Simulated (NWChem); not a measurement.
System: CH₄BCl₂N; SMILES N(B(Cl)Cl)C

Output (shortened):

```
             Northwest Computational Chemistry Package (NWChem) 7.3.0
             --------------------------------------------------------

                             Geometry "geometry" -> ""
                             -------------------------

 Output coordinates in angstroms (scale by  1.889725989 to convert to a.u.)

  No.       Tag          Charge          X              Y              Z
 ---- ---------------- ---------- -------------- -------------- --------------
    1 B                    5.0000    -0.07328200    -0.16730500     0.00000000
    2 Cl                  17.0000    -0.40517800    -1.90609400     0.00000000
    3 Cl                  17.0000     1.60653900     0.38409800     0.00000000
    4 N                    7.0000    -1.13350800     0.72950700     0.00000000
    5 C                    6.0000    -1.08931200     2.17103200     0.00000000
    6 H                    1.0000    -2.06503600     0.32806400     0.00000000
    7 H                    1.0000    -1.58324100     2.59082500     0.89189400
    8 H                    1.0000    -1.58324100     2.59082500    -0.89189400
    9 H                    1.0000    -0.04435900     2.50582300     0.00000000

 Effective nuclear repulsion energy (a.u.)     255.4609231198

                              NWChem Property Module
                              ----------------------

  itol2e modified to match energy
  convergence criterion.

                                 NWChem DFT Module
                                 -----------------

 Summary of "ao basis" -> "ao basis" (spherical)
 ------------------------------------------------------------------------------
       Tag                 Description            Shells   Functions and Types
 ---------------- ------------------------------  ------  ---------------------
 B                          pcsseg-1                 7       17   3s3p1d
 Cl                         pcsseg-1                10       24   4s5p1d
 N                          pcsseg-1                 7       17   3s3p1d
 C                          pcsseg-1                 7       17   3s3p1d
 H                          pcsseg-1                 3        5   2s1p

  itol2e modified to match energy
  convergence criterion.

[...]

          -----------------------------------------
          Chemical Shielding Tensors (GIAO, in ppm)
          -----------------------------------------

                                NWChem CPHF Module
                                ------------------

  scftype          =     RHF
  nclosed          =       28
  nopen            =        0
  variables        =     2548
  # of vectors     =        3
  tolerance        = 0.10D-03
  level shift      = 0.00D+00
  max iterations   =       50
  max subspace     =       30

 SCF residual:    6.4005442296009111E-005

Iterative solution of linear equations
  No. of variables     2548
  No. of equations        3
  Maximum subspace       30
        Iterations       50
       Convergence  1.0D-04

   iter   nsub   residual    time
   ----  ------  --------  ---------
     1      3    6.53D-01      68.4
     2      6    4.52D-02      75.0
     3      9    3.53D-03      81.2
     4     12    5.38D-04      87.7
     5     15    3.42D-05      95.1

      Atom:    1  B
        Diamagnetic
    202.8540      1.7576     -0.0000
      1.7576    204.4822     -0.0000
     -0.0000     -0.0000    174.8158

        Paramagnetic
   -138.8221    -19.9180     -0.0000
    -19.9180   -149.3050     -0.0000
     -0.0000     -0.0000    -92.0423

        Total Shielding Tensor
     64.0319    -18.1604     -0.0000
    -18.1604     55.1772     -0.0000
     -0.0000     -0.0000     82.7734

           isotropic =      67.3275
          anisotropy =      23.1688

          Principal Components and Axis System
                 1           2           3
               82.7734     78.2969     40.9123

      1        -0.0000      0.7864      0.6177
      2         0.0000     -0.6177      0.7864
      3         1.0000      0.0000      0.0000

      Atom:    2  Cl
        Diamagnetic
   1146.5813      2.2202     -0.0000
      2.2202   1154.4086      0.0000
     -0.0000      0.0000   1144.5231

        Paramagnetic
   -436.6678     92.0415     -0.0000
     92.0415   -195.9595      0.0000
     -0.0000      0.0000   -292.4512

        Total Shielding Tensor
    709.9135     94.2617     -0.0000
     94.2617    958.4490      0.0000
     -0.0000      0.0000    852.0719

           isotropic =     840.1448
          anisotropy =     225.0150

          Principal Components and Axis System
                 1           2           3
              990.1548    852.0719    678.2077

      1         0.3188     -0.0000      0.9478
      2         0.9478     -0.0000     -0.3188
      3         0.0000      1.0000      0.0000

      Atom:    3  Cl
        Diamagnetic
   1153.4397      2.7352     -0.0000
      2.7352   1147.0547     -0.0000
     -0.0000     -0.0000   1144.0005

        Paramagnetic
   -262.7783    106.5854     -0.0000
    106.5854   -413.0432     -0.0000
     -0.0000     -0.0000   -193.3449

        Total Shielding Tensor
    890.6614    109.3205     -0.0000
    109.3205    734.0115     -0.0000
     -0.0000     -0.0000    950.6556

           isotropic =     858.4428
          anisotropy =     138.3191

          Principal Components and Axis System
                 1           2           3
              950.6556    946.8199    677.8531

      1        -0.0000      0.8895     -0.4569
      2        -0.0000      0.4569      0.8895
      3         1.0000      0.0000     -0.0000

      Atom:    4  N
        Diamagnetic
    329.0518     -5.2878     -0.0000
     -5.2878    335.5515     -0.0000
     -0.0000     -0.0000    301.3657

[...]
```

Level: BHandHLYP/pcSseg-1, GIAO. Geometry: optimised at PBE0/def2-SVP. The output numbers the shielded atoms by their place in the input's list. The printed shielding anisotropy is the first printed principal value minus the mean of the other two.

Task: Which NWChem input produces such a log?

Result: This is not unique; one that fits is the input that was run:
```
start job
memory heap 200 mb stack 900 mb global 1100 mb
geometry units angstroms noautosym nocenter noautoz
  B     -0.073282    -0.167305     0.000000
  Cl    -0.405178    -1.906094     0.000000
  Cl     1.606539     0.384098     0.000000
  N     -1.133508     0.729507     0.000000
  C     -1.089312     2.171032     0.000000
  H     -2.065036     0.328064     0.000000
  H     -1.583241     2.590825     0.891894
  H     -1.583241     2.590825    -0.891894
  H     -0.044359     2.505823     0.000000
end
basis spherical
  B library pcsseg-1
  Cl library pcsseg-1
  N library pcsseg-1
  C library pcsseg-1
  H library pcsseg-1
end
dft
  xc bhlyp
  iterations 150
end
property
  shielding 8 1 2 3 4 5 6 7 9
end
task dft property
```
